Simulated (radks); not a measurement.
Task: Neutral osmium, 76 electrons, occupied as [Xe] 4f14 5d5 6s2 6p1 (not the ground configuration). Calculated with a radial shooting solver on a logarithmic mesh with Libxc functionals: scalar-relativistic Kohn-Sham, LDA (Slater exchange, Perdew-Wang correlation), spin-unpolarised, spherical densities, point nucleus. Some entries of the table are withheld. Estimate them.

orbital,occ.,eigenvalue (eV),<r^2> (bohr^2),<r> (bohr)
1s,2,-73824.34,(1),0.01774
2s,2,-12862.25,0.006647,0.07493
2p,6,-11204.00,0.005535,0.06730
3s,2,-2996.283,0.04305,0.1940
3p,6,-2509.495,0.04393,0.1947
3d,10,-1964.981,0.03639,0.1763
4s,2,(2),0.2107,0.4321
4p,6,-475.5180,0.2404,0.4597
4d,10,-277.2779,0.2771,0.4893
5s,2,-96.2635,1.129,1.003
4f,14,-56.8381,(3),0.5562
5p,6,-55.3005,1.531,1.163
5d,5,-9.8435,(4),1.721
6s,2,-8.3089,8.980,(5)
6p,1,-2.5585,19.40,4.080

Result: 
(1) 1s <r^2> (bohr^2): 0.0004337
(2) 4s eigenvalue (eV): -635.2286
(3) 4f <r^2> (bohr^2): 0.3814
(4) 5d <r^2> (bohr^2): 3.520
(5) 6s <r> (bohr): 2.809
